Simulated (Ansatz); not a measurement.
Consider the cleavage of the Si–Si bond: `O[SiH](F)[SiH2]F` + `[AlH2][SH]` → `F[SiH2][S][AlH2]` + `O[SiH2]F`.

Gas-phase electronic energies from Ansatz, PBE0-D4/def2-TZVP geometries. CCSD(T)/CBS adds triple-zeta CCSD(T) − MP2 to the extrapolated MP2 energy (def2 sets, frozen cores). This one scheme is used for every species. Functionals use def2-TZVPP. B3LYP here is the variant with VWN-RPA as its local correlation; programs differ in this. HSE06 is defined as in plane-wave codes. Each species was taken in one conformer, which may not be the lowest.

`O[SiH](F)[SiH2]F`:

```xyz
9

O    -1.784   -0.733   -0.592
Si   -0.880   -0.081    0.603
F    -1.425    1.371    1.001
Si    1.345    0.162   -0.137
F     1.256    0.486   -1.714
H    -1.647   -0.422   -1.489
H    -1.064   -0.954    1.784
H     2.082    1.271    0.521
H     2.116   -1.099    0.022
```

`[AlH2][SH]`:

Cartesian coordinates in Å:
```
Al -0.296 0.113 -0.569
S 0.275 -1.045 1.189
H -1.233 -0.608 -1.615
H 0.242 1.592 -0.717
H 1.012 -0.051 1.712
```

`F[SiH2][S][AlH2]`:

```xyz
8

F    -1.630   -0.524    1.356
Si   -0.042   -0.679    1.246
S     0.518   -1.179   -0.733
Al    0.155    0.764   -1.675
H     0.546    0.608    1.680
H     0.365   -1.799    2.122
H    -0.274    1.977   -0.759
H     0.363    0.833   -3.237
```

`O[SiH2]F`:

Cartesian coordinates in Å:
```
O -0.825 0.890 -0.384
Si 0.349 -0.108 0.147
F 0.788 -1.132 -0.996
H -1.707 0.541 -0.519
H 1.506 0.747 0.468
H -0.112 -0.939 1.283
```

```csv
level,ΔE (kJ/mol),difference from CCSD(T)/CBS
LDA (SPW92),-82.1,14.8
PBE-D4,-80.3,16.6
revPBE-D4,-80.9,16.0
BLYP-D4,-82.5,14.4
r2SCAN-D4,-92.3,4.6
PBE0-D4,-87.2,9.7
B3LYP-D4,-88.0,8.9
r2SCANh-D4,-93.9,3.0
r2SCAN0-D4,-96.1,0.8
HSE06-D4,-87.3,9.6
BHLYP-D4,-95.8,1.1
CAM-B3LYP-D4,-89.5,7.4
ωB97X-V,-90.1,6.8
B2PLYP,-94.0,2.9
PBE-QIDH,-97.9,-1.0
PBE,-79.2,17.7
revPBE,-77.4,19.5
BLYP,-79.8,17.1
PBE0,-86.4,10.5
B3LYP,-86.0,10.9
r2SCANh,-93.8,3.1
r2SCAN0,-96.0,0.9
HSE06,-86.5,10.4
BHLYP,-93.8,3.1
CAM-B3LYP,-88.6,8.3
RPA@PBE/def2-TZVPP,-90.7,6.2
HF/def2-SVP,-97.2,-0.3
MP2/def2-SVP,-101.8,-4.9
CCSD/def2-SVP,-92.2,4.7
CCSD(T)/def2-SVP,-91.9,5.0
HF/def2-TZVPP,-99.3,-2.4
MP2/def2-TZVPP,-106.9,-10.0
SCS-MP2/def2-TZVPP,-102.8,-5.9
CCSD/def2-TZVPP,-94.3,2.6
CCSD(T)/def2-TZVPP,-95.0,1.9
HF/def2-QZVPP,-99.8,-2.9
MP2/def2-QZVPP,-108.2,-11.3
SCS-MP2/def2-QZVPP,-104.0,-7.1
HF/CBS(def2),-99.9,-3.0
CCSD/CBS(def2),-96.2,0.7
CCSD(T)/CBS,-96.9,0
```

Largest T1 diagnostic among the species: 0.012.

From BLYP to BHLYP (50 % exact exchange), in def2-TZVPP and without D4, ΔE moves by −14.0 kJ/mol. At CCSD(T), def2-SVP lies +5.0 kJ/mol from the extrapolated value and def2-TZVPP +1.9 kJ/mol. Leaving LDA and LC-ωPBE aside and taking each functional with its dispersion term where it has one, the values spread over 17.7 kJ/mol, from PBE-QIDH to PBE-D4.
